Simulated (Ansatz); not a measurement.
Basis-set series for CH₅BCl₂Sn (`B[CH2][SnH]([Cl])[Cl]`). Total charge 0; spin multiplicity 1. Sn takes the def2 core potential. The geometry is a stationary point of PBE0-D4/def2-TZVP. It is one conformer, not always the lowest.

```
functional       basis  functions  energy (Eh)  HOMO (eV)  LUMO (eV)
   PBE0-D4    def2-SVP        115  -1200.01162      -8.58      -1.81
   PBE0-D4  def2-TZVPP        266  -1200.41299      -8.67      -1.93
   ωB97M-V    def2-SVP        115  -1200.25174     -10.68       0.22
   ωB97M-V  def2-TZVPP        266  -1200.65558     -10.80      -0.01
```

Q: Give the rows for def2-QZVPP. (Estimate.)

A: Ansatz gave: 
| functional | basis | functions | energy (Eh) | HOMO (eV) | LUMO (eV) |
| --- | --- | --- | --- | --- | --- |
| PBE0-D4 | def2-QZVPP | 486 | -1200.44649 | -8.68 | -1.95 |
| ωB97M-V | def2-QZVPP | 486 | -1200.68763 | -10.82 | -0.09 |
